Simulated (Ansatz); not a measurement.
Ansatz (an electronic-structure program) input (CCSD(T)/cc-pV(T+d)Z):
A basis named .json is the Basis Set Exchange file of that set.

Ansatz 0.2 input:
```yaml
crystal:
  periodic: [false, false, false]
  atoms:
    - {symbol: Si, position_ang: [-0.00531629, -0.01719300, 0.24578825]}
    - {symbol: F, position_ang: [-0.03941444, -0.12746730, 1.82225111]}
    - {symbol: Cl, position_ang: [1.79541348, -0.68156269, -0.39997231]}
    - {symbol: Cl, position_ang: [-0.27224446, 1.92485259, -0.26237484]}
    - {symbol: Cl, position_ang: [-1.49792443, -1.16164827, -0.50478788]}
basis:
  gaussian:
    orbitals: cc-pV_T+d_Z.json
magnetization: {spin_polarized: false}
correlation: {method: ccsd_t, electrons: outside_noble_gas}
```

Output:

```
Functional definition: HF
integrals: 0.66 GiB planned
1149 factors; integrals over basis functions are off by at most 9.8e-4 eV
0.98 GiB of device memory are held for the factors and their scratch space
mean field: 1.17 GiB planned
mean field evaluation 1: about -48086.2687 eV, gradient 3.2e1 eV
mean field evaluation 2: about -48086.5349 eV, gradient 3.2e1 eV
mean field evaluation 4: about -48088.6549 eV, gradient 2.0e0 eV
mean field evaluation 8: about -48088.6912 eV, gradient 2.6e-1 eV
mean field evaluation 16: about -48086.2676 eV, gradient 3.2e1 eV
mean field -48088.69144449 eV, -1767.2268148992 hartree, gradient 3.4e-6 eV, S^2 0.000000; 0 other end points of the search recorded, 0 dependent functions left out
21 core orbitals not correlated
reference -48088.69144449 eV, -1767.2268148992 hartree; 16, 16 occupied and 149, 149 virtual orbitals, 1149 factors
second order -25.12064771 eV of doubles, -0.00000000 eV of singles
coupled cluster: 3.69 GiB planned
cycle   1  -25.75866210 eV  change   -6.4e-1 eV  update   9.5e-2
cycle   2  -26.24653538 eV  change   -4.9e-1 eV  update   2.6e-2
cycle   3  -26.35557788 eV  change   -1.1e-1 eV  update   1.3e-2
cycle   4  -26.34423154 eV  change    1.1e-2 eV  update   2.6e-3
cycle   5  -26.34221886 eV  change    2.0e-3 eV  update   1.0e-3
cycle   6  -26.34248930 eV  change   -2.7e-4 eV  update   2.9e-4
cycle   7  -26.34226345 eV  change    2.3e-4 eV  update   8.8e-5
cycle   8  -26.34226069 eV  change    2.8e-6 eV  update   2.1e-5
perturbative correction -1.05911932 eV, -0.0389219171 hartree
Total energy: -48116.09282450 eV, -1768.2337970413 hartree
```
